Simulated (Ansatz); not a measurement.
`CB[Si](F)(F)F` + H₂O → `O[Si](F)(F)F` + `BC` at 500 K and 1 bar (formal hydrolysis of the Si–B bond).

Computed with Ansatz on PBE0-D4/def2-TZVP structures; ΔE is electronic, products minus reactants. CCSD(T)/CBS adds triple-zeta CCSD(T) − MP2 to the extrapolated MP2 energy (def2 sets, frozen cores). This one scheme is used for every species. One conformer a species, not always the lowest.

```tsv
species	CCSD(T)/CBS energy (Eh)	H − E (kJ/mol)	S (J/(mol·K))
`CB[Si](F)(F)F`	-653.90979	203.3	444.0
H₂O	-76.37941	73.2	206.3
`O[Si](F)(F)F`	-664.50577	98.8	365.1
`BC`	-65.83255	172.2	281.8
```

H − E and S are ideal-gas, rigid-rotor, harmonic terms from PBE0-D4/def2-TZVP, for one conformer and one mirror image of each species. 1 Eh = 2625.50 kJ/mol, R = 8.31446 J/(mol·K).

By hand: ΔE, ΔH, ΔS and ΔG.

ΔE = (-664.50577) + (-65.83255) − (-653.90979) − (-76.37941) = -0.04912 Eh = -129.0 kJ/mol. Δ(H − E) = 98.8 + 172.2 − 203.3 − 73.2 = -5.5, so ΔH = -134.5 kJ/mol. ΔS = 365.1 + 281.8 − 444.0 − 206.3 = -3.4 J/(mol·K). ΔG = -134.5 − 500 × (-3.4)/1000 = -132.8 kJ/mol.

By hand: the equilibrium constant, and the temperature at which ΔG would vanish if ΔH and ΔS stayed fixed.

log₁₀ K = −ΔG/(RT ln 10) = 13.9. ΔG = 0 at ΔH/ΔS = 39559 K, far beyond where these terms or the molecules hold.

The number of gas molecules stays the same, so ΔS is small and ΔH decides. A doubt of 5 kJ/mol in ΔE shifts log₁₀ K by 0.5 here. Other conformers and mirror images would add mixing entropy, several J/(mol·K) or more a flexible species. Modes under 60 cm⁻¹, often nearly free rotors, make the harmonic entropy too high. These are equilibria of isolated gas molecules and say nothing of rates. Largest T1 diagnostic: 0.012 (customary marks: 0.02 for closed shells, 0.045 for open ones).
